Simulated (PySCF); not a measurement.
PySCF input for Al(Me)(OMe)(SH) (C2H7AlOS), SMILES C[O][Al]([CH3])[SH], PBE-D3(BJ)/def2-SVP. The structure is a stationary point at PBE-D3(BJ)/def2-SVP. The structure was generated by enumeration; whether it is a known compound was not checked. One conformer was computed; it need not be the lowest.

```python
import numpy as np
from pyscf import gto, scf, dft, df
from pyscf.hessian import thermo

mol = gto.M(
    atom='''
    Al   -0.43474611    0.15984332    0.22265477
    C    -1.99915849    0.83016013    1.17690448
    H    -2.93168570    0.54776896    0.64819588
    H    -1.97503914    1.93618387    1.26687626
    H    -2.04971908    0.42042934    2.20725828
    O    -0.65537517   -0.74147245   -1.21784271
    C     0.16246904   -1.37529326   -2.16322680
    H    -0.07587342   -2.46170114   -2.22237241
    H    -0.00504130   -0.94623086   -3.17735323
    H     1.25152830   -1.28415599   -1.93784182
    S     1.65243957    0.48252966    0.87558700
    H     1.26163494    1.19184674    1.97200887
    ''',
    basis='def2-SVP',
    charge=0,
    spin=0,
    max_memory=1600,
    verbose=3,
)
mf = dft.RKS(mol, xc='pbe').density_fit(auxbasis='def2-universal-jkfit')
mf.disp = 'd3bj'
mf.grids.level = 3
mf.conv_tol = 1e-11
mf.max_cycle = 100
mf.kernel()

# [left out here: the lines that compute and print the analytic Hessian (its translational invariance restored by hand, since the grid's response is missing), thermochemistry and intensities]
```

Output:

```
converged SCF energy = -795.547611335925

WARN: DFTD3 does not support analytical Hessian, using finite difference


WARN: Mole.unit (angstrom) is changed to Bohr

Mode                                 0                   1                   2
Irrep
Freq [cm^-1]                        9.8211             57.2081             76.7976
Reduced mass [au]                   1.0297              1.0474              3.7007
Force const [Dyne/A]                0.0001              0.0020              0.0129
Char temp [K]                      14.1304             82.3098            110.4946
Normal mode                   x     y     z       x     y     z       x     y     z
       0  Al                -0.00 -0.01  0.01   -0.00 -0.01  0.00    0.04 -0.01 -0.01
       1   C                 0.00  0.01 -0.01    0.00  0.02 -0.01    0.02 -0.02 -0.03
       2   H                -0.02 -0.45  0.28    0.00  0.04 -0.02    0.03 -0.03 -0.05
       3   H                -0.25  0.06 -0.53    0.02  0.02 -0.01    0.01 -0.02 -0.03
       4   H                 0.28  0.48  0.19   -0.02  0.02 -0.01    0.01 -0.02 -0.03
       5   O                -0.00 -0.00  0.00   -0.00 -0.01  0.01    0.03 -0.00 -0.01
       6   C                 0.00  0.03 -0.02    0.00  0.03 -0.02   -0.13 -0.06 -0.10
       7   H                 0.01  0.03 -0.04    0.41 -0.08  0.34   -0.22 -0.04 -0.08
       8   H                -0.00  0.05 -0.01   -0.42 -0.31 -0.09   -0.23 -0.04 -0.08
       9   H                 0.00  0.03 -0.02    0.02  0.51 -0.32   -0.10 -0.14 -0.24
      10   S                -0.00 -0.01  0.01   -0.00 -0.02  0.01    0.01  0.05  0.08
      11   H                -0.00 -0.02  0.01    0.01  0.11 -0.07   -0.08  0.04  0.05
Mode                                 3                   4                   5
Irrep
Freq [cm^-1]                      103.5732            142.0711            191.8449
Reduced mass [au]                   2.7499              2.9499              2.5549
[...]
Reduced mass [au]                   2.1391              4.1015              1.5140
Force const [Dyne/A]                0.5898              1.3912              1.1574
Char temp [K]                     984.2595           1091.6697           1638.8772
Normal mode                   x     y     z       x     y     z       x     y     z
       0  Al                 0.10 -0.01 -0.01    0.01 -0.07 -0.11    0.00  0.01  0.01
       1   C                -0.14 -0.00 -0.01   -0.02  0.04  0.06   -0.01  0.00  0.01
       2   H                -0.42  0.25  0.36    0.08 -0.06 -0.08    0.03 -0.02 -0.04
       3   H                 0.17 -0.01  0.07   -0.21  0.05  0.04    0.04  0.00 -0.02
       4   H                 0.17  0.06  0.03   -0.21  0.02  0.05    0.04 -0.03 -0.00
       5   O                -0.01  0.00  0.00    0.06  0.03  0.05    0.07 -0.03 -0.04
       6   C                -0.01  0.01  0.01   -0.04  0.05  0.08   -0.14  0.00 -0.00
       7   H                 0.00  0.01  0.01   -0.09  0.06  0.09    0.34 -0.11 -0.03
       8   H                 0.00  0.00  0.01   -0.09  0.06  0.09    0.35 -0.00 -0.10
       9   H                -0.01  0.01  0.01   -0.03  0.02  0.03   -0.26  0.30  0.46
      10   S                -0.02 -0.00 -0.01   -0.01  0.00  0.01   -0.00  0.00  0.00
      11   H                 0.05  0.01  0.01    0.22  0.03  0.06    0.00  0.00  0.00
Mode                                15                  16                  17
Irrep
Freq [cm^-1]                     1146.0732           1163.2440           1200.9710
Reduced mass [au]                   1.2925              1.2471              5.2610
Force const [Dyne/A]                1.0002              0.9942              4.4708
Char temp [K]                    1648.9442           1673.6491           1727.9298
Normal mode                   x     y     z       x     y     z       x     y     z
       0  Al                -0.00 -0.00  0.00    0.01 -0.00 -0.00   -0.00 -0.02 -0.03
       1   C                 0.00  0.00 -0.00   -0.10  0.04  0.06   -0.01  0.00  0.00
       2   H                -0.00 -0.00  0.00    0.25 -0.24 -0.37    0.02 -0.02 -0.03
       3   H                -0.01  0.00  0.01    0.44  0.04 -0.25    0.04  0.00 -0.02
       4   H                 0.00 -0.01 -0.00    0.43 -0.27 -0.06    0.04 -0.02 -0.00
       5   O                -0.00 -0.05  0.03   -0.00 -0.00 -0.01   -0.05  0.09  0.15
       6   C                 0.01  0.11 -0.07    0.01  0.01  0.01    0.05 -0.09 -0.13
       7   H                -0.24  0.13  0.50   -0.05  0.02  0.01    0.19 -0.11 -0.03
       8   H                 0.23 -0.41 -0.33   -0.05  0.00  0.02    0.19  0.01 -0.10
       9   H                -0.01 -0.26  0.16    0.03 -0.03 -0.05   -0.04  0.10  0.15
      10   S                 0.00  0.00 -0.00   -0.00 -0.00 -0.00    0.00 -0.00 -0.00
      11   H                 0.00  0.00 -0.00    0.00  0.00  0.00   -0.00 -0.00 -0.00
Mode                                18                  19                  20
Irrep
Freq [cm^-1]                     1376.6323           1377.6320           1419.2793
Reduced mass [au]                   1.0498              1.0526              1.0389
Force const [Dyne/A]                1.1722              1.1770              1.2330
Char temp [K]                    1980.6674           1982.1058           2042.0270
Normal mode                   x     y     z       x     y     z       x     y     z
       0  Al                 0.00  0.00  0.00    0.00  0.00 -0.00    0.00  0.00 -0.00
       1   C                 0.04  0.02  0.04    0.00  0.05 -0.03   -0.00 -0.00  0.00
       2   H                -0.15  0.16  0.27   -0.03 -0.61  0.37    0.00  0.00 -0.00
       3   H                -0.14  0.07 -0.62    0.44  0.01  0.17   -0.00 -0.00 -0.00
       4   H                -0.19 -0.58 -0.22   -0.44 -0.10 -0.10    0.00  0.00  0.00
       5   O                -0.00  0.00  0.00    0.00  0.00 -0.00    0.00  0.01 -0.01
       6   C                -0.00  0.00  0.00   -0.00 -0.00  0.00    0.00  0.04 -0.03
       7   H                 0.01 -0.00 -0.01    0.00 -0.00 -0.00    0.48 -0.09 -0.02
       8   H                 0.01 -0.01 -0.00   -0.00  0.00  0.00   -0.49  0.01  0.07
       9   H                 0.00 -0.01 -0.01   -0.00 -0.00  0.00   -0.03 -0.58  0.37
      10   S                 0.00 -0.00 -0.00   -0.00 -0.00  0.00   -0.00 -0.00  0.00
      11   H                -0.00  0.00 -0.00    0.00  0.00 -0.00    0.00  0.00 -0.00
Mode                                21                  22                  23
Irrep
Freq [cm^-1]                     1424.9683           1432.9010           2617.1272
Reduced mass [au]                   1.0541              1.1173              1.0381
Force const [Dyne/A]                1.2611              1.3516              4.1894
Char temp [K]                    2050.2121           2061.6255           3765.4634
Normal mode                   x     y     z       x     y     z       x     y     z
       0  Al                -0.00 -0.00 -0.00    0.00  0.00  0.01   -0.00  0.00  0.00
       1   C                -0.00  0.00  0.00    0.00 -0.00 -0.00   -0.00 -0.00 -0.00
       2   H                 0.00 -0.00 -0.00   -0.01  0.01  0.01   -0.00  0.00  0.00
       3   H                 0.00 -0.00  0.00   -0.00  0.00 -0.01    0.00 -0.00 -0.00
       4   H                 0.00  0.00  0.00   -0.00 -0.01 -0.00    0.00 -0.00 -0.00
       5   O                 0.00  0.01  0.02    0.01 -0.01 -0.02    0.00 -0.00 -0.00
       6   C                 0.02  0.03  0.04    0.06 -0.03 -0.05   -0.00  0.00  0.00
       7   H                -0.09  0.07 -0.67   -0.44  0.08  0.12    0.00 -0.00 -0.00
       8   H                -0.12 -0.63 -0.23   -0.44  0.11  0.10    0.00 -0.00 -0.00
       9   H                -0.03  0.08  0.13   -0.13  0.36  0.55   -0.00 -0.00 -0.00
      10   S                 0.00  0.00  0.00   -0.00 -0.00 -0.00   -0.01  0.02  0.02
      11   H                 0.00  0.00  0.00   -0.00 -0.00 -0.00    0.27 -0.51 -0.79
Mode                                24                  25                  26
Irrep
Freq [cm^-1]                     2905.9769           2972.5166           2980.2781
Reduced mass [au]                   1.0332              1.0355              1.1031
Force const [Dyne/A]                5.1409              5.3906              5.7729
Char temp [K]                    4181.0538           4276.7896           4287.9566
Normal mode                   x     y     z       x     y     z       x     y     z
       0  Al                -0.00 -0.00 -0.00    0.00 -0.00 -0.00   -0.00  0.00  0.00
       1   C                 0.00  0.00  0.00   -0.04  0.02  0.03    0.00 -0.00 -0.00
       2   H                -0.00 -0.00 -0.00    0.43  0.14  0.26   -0.00 -0.00 -0.00
       3   H                -0.00 -0.00  0.00   -0.03 -0.58 -0.04    0.00  0.00  0.00
       4   H                -0.00  0.00 -0.00    0.01  0.23 -0.54   -0.00 -0.00  0.00
       5   O                -0.00  0.00  0.00   -0.00  0.00  0.00    0.00 -0.00 -0.00
       6   C                -0.04  0.02  0.02   -0.00 -0.00 -0.00   -0.07 -0.03 -0.05
       7   H                -0.12 -0.47 -0.02    0.00  0.00  0.00    0.10  0.48  0.00
       8   H                -0.08  0.19 -0.44    0.00 -0.00  0.00    0.07 -0.21  0.44
       9   H                 0.68  0.07  0.16    0.00  0.00  0.00    0.63  0.06  0.15
      10   S                 0.00  0.00  0.00   -0.00 -0.00 -0.00   -0.00  0.00  0.00
      11   H                 0.00 -0.00 -0.00   -0.00  0.00  0.00    0.00 -0.00 -0.00
Mode                                27                  28                  29
Irrep
Freq [cm^-1]                     2992.7020           3066.1037           3082.4802
Reduced mass [au]                   1.1053              1.0998              1.1019
Force const [Dyne/A]                5.8326              6.0917              6.1687
Char temp [K]                    4305.8319           4411.4406           4435.0026
Normal mode                   x     y     z       x     y     z       x     y     z
       0  Al                -0.00 -0.00  0.00    0.00  0.00 -0.00   -0.00 -0.00 -0.00
       1   C                 0.00 -0.00  0.00    0.00  0.07 -0.05   -0.05 -0.04 -0.06
       2   H                -0.00 -0.00  0.00    0.01  0.02 -0.01    0.68  0.20  0.38
       3   H                 0.00  0.00 -0.00   -0.01 -0.67 -0.07   -0.00  0.36  0.02
       4   H                -0.00  0.00 -0.00   -0.03 -0.24  0.63   -0.03 -0.14  0.32
       5   O                 0.00  0.00 -0.00    0.00  0.00 -0.00    0.00 -0.00  0.00
       6   C                -0.00 -0.08  0.05    0.00 -0.00  0.00   -0.00  0.00  0.00
       7   H                 0.16  0.65  0.03    0.00  0.00  0.00   -0.00 -0.00  0.00
       8   H                -0.12  0.26 -0.60   -0.00  0.00 -0.00   -0.00  0.00 -0.00
       9   H                 0.00 -0.02  0.01   -0.00 -0.00  0.00    0.00 -0.00 -0.00
      10   S                 0.00  0.00 -0.00   -0.00 -0.00  0.00    0.00  0.00  0.00
      11   H                 0.00  0.00 -0.00    0.00  0.00 -0.00    0.00 -0.00 -0.00
temperature 298.1500 [K]
pressure 101325.00 [Pa]
Rotational constants [GHz] 3.02896 2.31133 1.33328
Symmetry number 1
Zero-point energy (ZPE) 0.08443 [Eh]   221671.071 [J/mol]
                           tot       elec      trans        rot        vib
Entropy [J/mol/K]       416.434      0.000    166.921    116.876    132.637
Cv [J/mol/K]            119.731      0.000     12.472     12.472     94.788
Cp [J/mol/K]            128.046      0.000     20.786     12.472     94.788
Internal energy [J/mol]                      3718.434   3718.434 238938.948
Internal energy [Eh]   -795.45377  -795.54761
Enthalpy [J/mol]                             6197.391   3718.434 238938.948
Enthalpy [Eh]          -795.45283
Gibbs free energy [J/mol]                  -43570.024 -31128.213 199393.166
Gibbs free energy [Eh] -795.50012
mode   freq/cm-1   IR/(km/mol)
   1        9.82         0.107
   2       57.21         0.696
   3       76.80         4.891
   4      103.57         5.188
   5      142.07         2.420
   6      191.84        34.092
   7      227.07         0.034
   8      233.21        13.090
   9      419.30        11.233
  10      580.97         3.865
  11      633.05        36.542
  12      644.79        37.929
  13      684.09       125.716
  14      758.75        85.695
  15     1139.08        50.523
  16     1146.07         0.020
  17     1163.24        13.114
  18     1200.97       289.929
  19     1376.63         0.556
  20     1377.63         3.572
  21     1419.28         0.918
  22     1424.97         1.330
  23     1432.90        22.224
  24     2617.13         1.113
  25     2905.98       104.192
  26     2972.52         1.427
  27     2980.28        52.878
  28     2992.70        38.444
  29     3066.10         2.136
  30     3082.48         2.194
max |gradient| / (hartree/bohr): 6.734098856377983e-05
APT charges: [ 1.3546 -0.4072  0.0203  0.0226  0.0226 -0.9892  0.6118 -0.0698 -0.0699
 -0.0621 -0.4879  0.0543]
```

The calculation finished and met its thresholds.
